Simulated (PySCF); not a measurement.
**Fractional electron number in Ta (tantalum, neutral)**

The 6s beta orbital of [Xe] 4f14 5d3 6s2 is emptied in steps (occupation f), with all orbitals relaxed, ending at [Xe] 4f14 5d3 6s1. Computed with PySCF 2.14 in aug-cc-pVDZ-PP with ECP60MDF (5s5p4d2f, 54 functions), with a scalar-relativistic core potential. The exact energy is a straight line in f; departures are measured from the line between the end points of the same method.

```
   f  BHandHLYP (eV)  B3LYP (eV)
   1           0.000       0.000
0.75          -0.272      -0.426
 0.5          -0.370      -0.573
0.25          -0.284      -0.432
   0           0.000       0.000
```

For B3LYP, how does the orbital energy at f = 1 compare with the removal energy?

−ε = 5.250 eV against a total-energy difference of 7.503 eV. By Janak's theorem ε = ∂E/∂f, so the gap between them reflects the curvature. Along the path −ε is 6.352 (f = 0.75), 7.486 (f = 0.5), 8.652 (f = 0.25) eV.

```json
{"method": "BHandHLYP", "E(f=0) − E(f=1) (eV)": "7.222", "−ε at f=1 (eV)": "5.796", "−ε at f=0.5 (eV)": "7.191"}
{"method": "B3LYP", "E(f=0) − E(f=1) (eV)": "7.503", "−ε at f=1 (eV)": "5.250", "−ε at f=0.5 (eV)": "7.486"}
```

Reference removal energy between the ground levels: 7.550 eV (measured; NIST Atomic Spectra Database, ionization energies). The calculation has no spin-orbit coupling.
